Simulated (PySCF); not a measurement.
SMILES O1[B]OC(C)(C)C1(C)C, doublet (GFN2-xTB optimised geometry):

```
21

C     -1.133     0.698    -1.580
C     -1.055     0.175    -0.144
C     -1.306     1.324     0.826
O     -2.119    -0.795     0.000
B     -1.579    -2.034     0.000
O     -0.228    -2.034     0.000
C      0.236    -0.671     0.144
C      0.747    -0.534     1.580
C      1.391    -0.442    -0.826
H     -2.118     1.133    -1.737
H     -1.010    -0.116    -2.289
H     -0.378     1.458    -1.761
H     -1.426     0.965     1.843
H     -2.223     1.833     0.539
H     -0.483     2.034     0.788
H      1.539    -1.263     1.737
H      1.143     0.461     1.761
H     -0.049    -0.747     2.289
H      1.109    -0.695    -1.843
H      1.714     0.595    -0.787
H      2.223    -1.080    -0.539
```

Computed with unrestricted CAM-B3LYP/def2-SVP run with PySCF.

Problem. What are the frontier orbital energies (α orbitals alone; a β orbital can be the lowest empty one) and the dipole moment?

Solution. HOMO-2 -10.40 eV, HOMO-1 -9.33 eV, HOMO -7.45 eV, LUMO 2.20 eV, LUMO+1 2.25 eV; dipole moment 3.16 D.

On the same geometry PySCF with unrestricted PBE/def2-SVP gives HOMO-2 -7.52 eV, HOMO-1 -6.43 eV, HOMO -4.84 eV, LUMO -0.07 eV, LUMO+1 0.55 eV; dipole moment 3.13 D.

Meta-Löwdin charges at CAM-B3LYP/def2-SVP: C1 -0.29, C2 0.24, C3 -0.29, O4 -0.40, B5 0.27, O6 -0.40, C7 0.24, C8 -0.29, C9 -0.29, H10 0.11, H11 0.10, H12 0.10, H13 0.10, H14 0.11, H15 0.10, H16 0.11, H17 0.10, H18 0.10, H19 0.10, H20 0.10, H21 0.11.
